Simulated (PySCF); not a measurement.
Screening by computed properties: pick the candidate that meets the target.

Species are written as SMILES; each is one conformer at its optimised geometry, gas phase, non-relativistic unless stated; the electronic structure was computed with PySCF and density fitting.

Dipoles, sizes and rotational constants follow the conformer. The torsions of the flexible species, by atom-mapped SMILES:
- `[CH3:1][P@H+:2]([C:3]([F:4])=[C:5]([F:6])[F:7])[CH:8]1[CH2:9][CH2:10][CH2:11]1`: C1–P2–C3–F4 -43°, C1–P2–C8–C9 -73°
- `[CH2:1]=[CH:2][c:3]1[cH:4][n:5][n:6]([CH:7]([CH3:8])[CH3:9])[cH:10]1`: C1–C2–C3–C4 180°, N5–N6–C7–C8 61°

The conformers of `C=C[C@@](C)(N)C[SiH2]N`, `C#CCN1C[C@H](C)C(C)=N1`, `NC(=O)CC[Si@H](N)O[SiH3]` and `[H]/N=C\[C@H]1CCCOC1=O` aren't listed.

(1) Wanted: HOMO energy between -10 eV and -6.5 eV (PBE0/pcSseg-1) and HOMO–LUMO gap below 7.2 eV (PBE0/pcSseg-1), at GFN2-xTB geometries. Which candidate meets both?
A. `O=C1OCCC[C@@H]1/C=N\[H]`
B. `C=Cc1cnn(C(C)C)c1`
C. `C1[C@H](C)C(=NN1CC#C)C`
D. `C=C[C@@](C)(N)C[SiH2]N`
E. `O=C(N)CC[Si@H](N)O[SiH3]`
F. `C[P@H+](C(F)=C(F)F)C1CCC1`

## Answers

(1) A. Computed values:
| species | HOMO energy | HOMO–LUMO gap |
| --- | --- | --- |
| C[P@H+](C(F)=C(F)F)C1CCC1 | -12.22 eV | 7.09 eV |
| O=C(N)CC[Si@H](N)O[SiH3] | -7.37 eV | 8.02 eV |
| O=C1OCCC[C@@H]1/C=N\[H] | -7.16 eV | 6.79 eV |
| C=C[C@@](C)(N)C[SiH2]N | -6.83 eV | 7.23 eV |
| C=Cc1cnn(C(C)C)c1 | -6.21 eV | 5.85 eV |
| C1[C@H](C)C(=NN1CC#C)C | -5.75 eV | 6.22 eV |
